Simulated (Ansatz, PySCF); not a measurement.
Molecule: C3H11BN, charge 1, multiplicity 1. SMILES: C[NH2+]B(C)C
Structure (B3LYP-D3(BJ)/def2-TZVP (Ansatz, an electronic-structure program) minimum search):
```xyz
16

C      1.8658    -0.1162     0.4962
N      0.8936     0.1321    -0.6387
B     -0.5843     0.0345    -0.1182
C     -1.2807    -1.3143    -0.3718
C     -1.1423     1.2849     0.5853
H      1.6758    -1.1057     0.9036
H      1.7067     0.6411     1.2585
H      2.8809    -0.0579     0.1134
H      1.0754    -0.5477    -1.3786
H      1.0830     1.0576    -1.0270
H     -0.6234    -2.1865    -0.3140
H     -2.1480    -1.4772     0.2665
H     -1.6589    -1.2959    -1.4065
H     -0.5417     2.1935     0.5243
H     -2.1492     1.5044     0.2157
H     -1.2917     1.0506     1.6478
```
Charge +1, spin multiplicity 1.

Unscaled harmonic wavenumbers (cm⁻¹) in rising order, each level at the stationary point that it reaches from this structure (no distance between atoms moves by over 0.3 Å); the order of modes can differ between levels, and a negative number is imaginary. B3LYP-D3(BJ)/def2-TZVP (PySCF, at the structure above): 63, 69, 124, 187, 200, 313, 353, 419, 645, 690, 808, 846, 855, 901, 950, 1051, 1087, 1135, 1259, 1334, 1340, 1348, 1387, 1434, 1439, 1462, 1464, 1470, 1503, 1508, 1647, 2983, 3010, 3057, 3059, 3082, 3106, 3127, 3174, 3178, 3417, 3473.

HF/3-21G (Ansatz): 63, 66, 97, 200, 211, 327, 366, 466, 673, 832, 888, 902, 922, 951, 1078, 1132, 1194, 1248, 1366, 1449, 1487, 1532, 1534, 1597, 1605, 1611, 1614, 1626, 1660, 1664, 1825, 3132, 3158, 3197, 3203, 3245, 3249, 3264, 3349, 3353, 3571, 3630. Zero-point energy 98.0 against 91.4 kcal/mol; where all levels lie over 400 cm⁻¹, the wavenumbers are on average 1.085 times those of B3LYP-D3(BJ)/def2-TZVP.

B3LYP/6-31G* (Ansatz): 57, 64, 107, 191, 196, 311, 350, 417, 641, 694, 806, 845, 852, 911, 959, 1054, 1088, 1137, 1266, 1350, 1359, 1377, 1410, 1462, 1470, 1476, 1488, 1497, 1524, 1528, 1682, 3003, 3030, 3075, 3080, 3106, 3124, 3144, 3203, 3207, 3416, 3478. Zero-point energy 92.1 against 91.4 kcal/mol; where all levels lie over 400 cm⁻¹, the wavenumbers are on average 1.008 times those of B3LYP-D3(BJ)/def2-TZVP.
